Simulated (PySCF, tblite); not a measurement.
Isomers of C4H7O2S (doublet state). Computed with GFN2-xTB (tblite): harmonic, unscaled wavenumbers at the GFN2-xTB geometry, gas phase. This tight-binding method is rough: wavenumbers can miss measured ones by several per cent, in bad cases by 10 to 20. Modes of hydrogen on sulfur can be 10 to 20 % off. One conformer each. Open shells enter through the occupations alone, without spin polarisation, and single modes of such species can be off by tens of per cent.

Electronic energies: B3LYP/pcH-1 single points on the GFN2-xTB geometries (PySCF, gas phase).

```csv
SMILES,"electronic energy, lowest = 0 (kJ/mol)"
[CH2]C(=C)S(C)(=O)=O,132.7
C[C](S)OCC=O,0.0
[CH2]/C=C/S(C)(=O)=O,124.5
```

**Question.** How do GFN2-xTB zero-point energies change the relative energies?

**Answer.** 
| SMILES | ZPE (kJ/mol) | of it from modes above 1550 cm⁻¹ | electronic (kJ/mol) | with ZPE, lowest = 0 (kJ/mol) | lowest mode (cm⁻¹) | rings |
| --- | --- | --- | --- | --- | --- | --- |
| C[C](S)OCC=O | 260.4 | 130.5 | 0.0 | 0.0 | 39 | 0 |
| [CH2]/C=C/S(C)(=O)=O | 265.3 | 129.8 | 124.5 | 129.4 | 48 | 0 |
| [CH2]C(=C)S(C)(=O)=O | 263.2 | 130.2 | 132.7 | 135.5 | 34 | 0 |

The zero-point energies span 4.9 kJ/mol, from `C[C](S)OCC=O` to `[CH2]/C=C/S(C)(=O)=O`. The order is unchanged.

**Question.** And how do the electronic energies of GFN2-xTB itself compare?

**Answer.** `C[C](S)OCC=O` 0.0; `[CH2]/C=C/S(C)(=O)=O` 61.0; `[CH2]C(=C)S(C)(=O)=O` 60.9 kJ/mol, lowest = 0. Against the energies above, taken from the same isomer `C[C](S)OCC=O`, the largest difference is 71.8 kJ/mol.

**Question.** What do entropy and thermal enthalpy add at 298.15 K and 1 bar (rigid rotor, harmonic oscillator, one conformer each)?

**Answer.** 
```json
{"SMILES": "C[C](S)OCC=O", "point group": "C1", "symmetry number": "1", "S (J/(mol K))": "406.7", "H − H(0) (kJ/mol)": "26.74", "ZPE + H − H(0) − TS (kJ/mol)": "165.9"}
{"SMILES": "[CH2]/C=C/S(C)(=O)=O", "point group": "C1", "symmetry number": "1", "S (J/(mol K))": "390.3", "H − H(0) (kJ/mol)": "25.76", "ZPE + H − H(0) − TS (kJ/mol)": "174.7"}
{"SMILES": "[CH2]C(=C)S(C)(=O)=O", "point group": "Cs", "symmetry number": "1", "S (J/(mol K))": "388.8", "H − H(0) (kJ/mol)": "25.84", "ZPE + H − H(0) − TS (kJ/mol)": "173.1"}
```

S holds R ln(2S + 1) for the spin.
